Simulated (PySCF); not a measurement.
MgF, SMILES [F][Mg+], charge +1. Atoms are numbered in the order given.

```xyz
2

Mg     0.0000     0.0000    -0.7286
F      0.0000     0.0000     0.9715
```
Charge +1, spin multiplicity 1.

Coordinates come from a PBE0-D3(BJ)/def2-TZVPD optimisation. The spin state was assumed, not searched.

Calculation: M06-2X/def2-TZVPD in PySCF.

Gas-phase values at a fixed geometry.

Estimate the frontier levels, gap, dipole moment and polarisability. (The exact figures need the calculation; the answer reports its results.)


| Item | Result |
|---|---|
| highest occupied level | -17.67 eV |
| lowest empty level | -9.41 eV |
| orbital gap | 8.26 eV |
| dipole moment about the centre of nuclear charge | 9.27 D |
| mean static polarisability | 9.5 bohr³ (1.40 Å³) |
| polarisability, principal values | 8.5, 8.5, 11.4 bohr³ |
